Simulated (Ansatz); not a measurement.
Basis-set extrapolation for H8N2O2Si2 (`N[SiH2]O[SiH](N)O`) (PBE0-D4/def2-TZVP geometry, frozen core, Ansatz). Multiplicity 1, RHF reference.

```tsv
	def2-TZVPP	def2-QZVPP
HF	-841.533241	-841.566011
MP2 correlation	-1.144789	-1.234420
CCSD(T) correlation	-1.228360	not run
```

Energies in hartree. Use E(X) = E(∞) + A·exp(−7.88·√X) for Hartree–Fock and E(X) = E(∞) + B·X^(−2.97) for correlation, with X = 3 and 4, and add CCSD(T) minus MP2 of the smaller set to the MP2 limit.

What is the CCSD(T) energy at the basis-set limit?

HF limit: -841.566011 + (-0.032770) × 0.13774 = -841.57052. MP2 limit: -1.234420 + (-0.089631) × 0.74074 = -1.30081. Higher-order term: -1.228360 − (-1.144789) = -0.08357. Total: -842.95490 hartree, 5.26 eV below CCSD(T)/def2-TZVPP.
